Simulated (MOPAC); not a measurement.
Job for MOPAC: PM6 on CH5FS (a complex), monomers drawn apart or pushed together.

```
PM6 1SCF PRECISE CHARGE=0 THREADS=1
CH5FS

F      0.31125763 1     0.51762906 1    -0.58608291 1
H      0.47660562 1     0.05954985 1     0.22383835 1
C      0.24211666 1     1.12750456 1     3.13246091 1
S      0.63948887 1    -0.58002073 1     2.62460853 1
H     -0.12505075 1     1.14842682 1     4.15537809 1
H      1.17654863 1     1.68212232 1     3.07537686 1
H     -0.47747443 1     1.57434919 1     2.45147281 1
H     -0.60756350 1    -1.07541195 1     2.69177677 1
```

Output:

```
*******************************************************************************
 **                                                                           **
 **                              MOPAC v23.2.5                                **
 **                                                                           **
 *******************************************************************************
 ** MOPAC's Digital Object Identifier: https://doi.org/10.5281/zenodo.6511958 **
 **                                                                           **
 ** Please cite the open-source release paper for use of this MOPAC version:  **
 ** J. E. Moussa and J. J. P. Stewart (2026)                                  **
 ** MOPAC: An open-source semiempirical molecular orbital program             **
 ** J. Open Source Softw., 11(119), 8025, https://doi.org/10.21105/joss.08025 **
 *******************************************************************************

                              PM6 CALCULATION RESULTS

 *******************************************************************************
 *  PM6        - The PM6 Hamiltonian to be used
 *
 *
 *
 *                 CHARGE ON SYSTEM = 0
 *
 *
 *
 *  PRECISE    - TIGHTER CRITERIA TO BE USED
 *  1SCF       - DO 1 SCF AND THEN STOP
 *  THREADS=1  - MULTI-THREADING NOT USED
 *  T=         - A TIME OF 172800.0 SECONDS REQUESTED
 *  DUMP=N     - RESTART FILE WRITTEN EVERY 7200.0 SECONDS REQUESTED
 *******************************************************************************
PM6 1SCF PRECISE CHARGE=0 THREADS=1
 CH5FS

   ATOM   CHEMICAL          X               Y               Z
  NUMBER   SYMBOL      (ANGSTROMS)     (ANGSTROMS)     (ANGSTROMS)

     1       F          0.31125763  *   0.51762906  *  -0.58608291  *
     2       H          0.47660562  *   0.05954985  *   0.22383835  *
     3       C          0.24211666  *   1.12750456  *   3.13246091  *
     4       S          0.63948887  *  -0.58002073  *   2.62460853  *
     5       H         -0.12505075  *   1.14842682  *   4.15537809  *
     6       H          1.17654863  *   1.68212232  *   3.07537686  *
     7       H         -0.47747443  *   1.57434919  *   2.45147281  *
     8       H         -0.60756350  *  -1.07541195  *   2.69177677  *



          CARTESIAN COORDINATES

    NO.       ATOM           X           Y           Z

     1         F          0.3113      0.5176     -0.5861
     2         H          0.4766      0.0595      0.2238
     3         C          0.2421      1.1275      3.1325
     4         S          0.6395     -0.5800      2.6246
     5         H         -0.1251      1.1484      4.1554
     6         H          1.1765      1.6821      3.0754
     7         H         -0.4775      1.5743      2.4515
     8         H         -0.6076     -1.0754      2.6918

 General Reference for PM6:
 "Optimization of Parameters for Semiempirical Methods V: Modification of NDDO Approximations
 and Application to 70 Elements", J. J. P. Stewart, J. Mol. Mod., 13, 1173-1213 (2007)
 URL: https://link.springer.com/article/10.1007/s00894-007-0233-4

           Empirical Formula: C H5 F S  =     8 atoms



      MOLECULAR POINT GROUP   :   C1


      RHF CALCULATION, NO. OF DOUBLY OCCUPIED LEVELS = 11


 -------------------------------------------------------------------------------
 PM6 1SCF PRECISE CHARGE=0 THREADS=1
 CH5FS



     1SCF WAS SPECIFIED, SO BFGS WAS NOT USED
     SCF FIELD WAS ACHIEVED


                              PM6 CALCULATION
                                                       MOPAC v23.2.5 Linux




          FINAL HEAT OF FORMATION =        -68.36049 KCAL/MOL =    -286.02028 KJ/MOL


          COSMO AREA              =        109.35 SQUARE ANGSTROMS
          COSMO VOLUME            =         90.34 CUBIC ANGSTROMS

          IONIZATION POTENTIAL    =          9.419601 EV
          HOMO LUMO ENERGIES (EV) =         -9.420  0.082
          NO. OF FILLED LEVELS    =         11
          MOLECULAR WEIGHT        =         68.1089         POINT GROUP:  C1

          MOLECULAR DIMENSIONS (Angstroms)

            Atom       Atom       Distance
            H     5    F     1     4.80310
            H     8    H     6     3.25565
            H     7    S     4     2.13094


          SCF CALCULATIONS        =          1





   ATOM   CHEMICAL          X               Y               Z
  NUMBER   SYMBOL      (ANGSTROMS)     (ANGSTROMS)     (ANGSTROMS)

     1       F          0.31125763  *   0.51762906  *  -0.58608291  *
     2       H          0.47660562  *   0.05954985  *   0.22383835  *
     3       C          0.24211666  *   1.12750456  *   3.13246091  *
     4       S          0.63948887  *  -0.58002073  *   2.62460853  *
     5       H         -0.12505075  *   1.14842682  *   4.15537809  *
     6       H          1.17654863  *   1.68212232  *   3.07537686  *
     7       H         -0.47747443  *   1.57434919  *   2.45147281  *
     8       H         -0.60756350  *  -1.07541195  *   2.69177677  *

                             CARTESIAN COORDINATES

   1    F        0.311257630     0.517629060    -0.586082910
   2    H        0.476605620     0.059549850     0.223838350
   3    C        0.242116660     1.127504560     3.132460910
   4    S        0.639488870    -0.580020730     2.624608530
   5    H       -0.125050750     1.148426820     4.155378090
   6    H        1.176548630     1.682122320     3.075376860
   7    H       -0.477474430     1.574349190     2.451472810
   8    H       -0.607563500    -1.075411950     2.691776770


           Empirical Formula: C H5 F S  =     8 atoms



      MOLECULAR POINT GROUP   :   C1


                  EIGENVALUES
 -40.35699 -30.37078 -23.83003 -16.87229 -15.44736 -15.44461 -15.40386 -14.96776
 -13.56274 -11.53990  -9.41960   0.08242   0.79087   2.07880   2.12679   2.17724
   2.51410   3.46507   4.83303   5.06160   5.12302   5.89754


              NET ATOMIC CHARGES AND DIPOLE CONTRIBUTIONS

  ATOM NO.   TYPE          CHARGE      No. of ELECS.   s-Pop       p-Pop       d-Pop
    1          F          -0.299672        7.2997     1.96287     5.33680
    2          H           0.289439        0.7106     0.71056
    3          C          -0.490232        4.4902     1.10152     3.38871
    4          S          -0.213768        6.2138     1.92236     4.15504     0.13637
    5          H           0.175902        0.8241     0.82410
    6          H           0.182781        0.8172     0.81722
    7          H           0.175676        0.8243     0.82432
    8          H           0.179874        0.8201     0.82013
 DIPOLE           X         Y         Z       TOTAL
 POINT-CHG.    -1.013     0.125     1.689     1.973
 HYBRID         0.064     0.246     0.406     0.479
 SUM           -0.948     0.370     2.095     2.329


          ATOMIC ORBITAL ELECTRON POPULATIONS

     Atom    s        px        py        pz      x^2-y^2     xz        z^2       yz        xy
    1  F   1.96287   1.97959   1.84409   1.51312
    2  H   0.71056
    3  C   1.10152   1.19293   1.01818   1.17760
    4  S   1.92236   1.21830   1.03944   1.89730   0.04364   0.00193   0.03326   0.01365   0.04389
    5  H   0.82410
    6  H   0.81722
    7  H   0.82432
    8  H   0.82013

 **********************
 *                    *
 * JOB ENDED NORMALLY *
 *                    *
 **********************




 == MOPAC DONE ==
```

The run finished.

Cost: about 0.03 core-seconds (a rough figure).
